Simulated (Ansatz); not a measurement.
Two isomers of C3H6SSi: A = `C[SiH]1C=CS1`, B = `C=C([SiH3])C=S`.

Isolated molecules relaxed with PBE0-D4/def2-TZVP in Ansatz; ΔE leaves out vibrations. CCSD(T)/CBS adds triple-zeta CCSD(T) − MP2 to the extrapolated MP2 energy (def2 sets, frozen cores). DFT in def2-TZVPP. B3LYP here is the variant with VWN-RPA as its local correlation; programs differ in this. One conformer a species, not always the lowest.

Question: Which is lower in electronic energy at CCSD(T)/CBS, and by how much? (Estimate.)

Answer: Ansatz gave: A, by 36.8 kcal/mol.

Question: Give E(B) − E(A) in kcal/mol with MP2/def2-TZVPP, PBE0-D4, CCSD(T)/def2-TZVPP, PBE-D4, ωB97M-V, B3LYP, HF/def2-TZVPP. (Estimate.)

Answer: Computed: MP2/def2-TZVPP 38.5, PBE0-D4 40.7, CCSD(T)/def2-TZVPP 34.9, PBE-D4 37.8, ωB97M-V 38.8, B3LYP 33.0, HF/def2-TZVPP 32.7. None reverses the order clearly.

Largest T1 diagnostic: 0.016.

From PBE to PBE0 (25 % exact exchange), in def2-TZVPP and without D4, E(B) − E(A) moves by +2.9 kcal/mol. In def2-TZVPP, CCSD(T) changes the Hartree–Fock value by +2.2 kcal/mol (the triples alone add −0.7 kcal/mol) and MP2 by +5.7 kcal/mol.
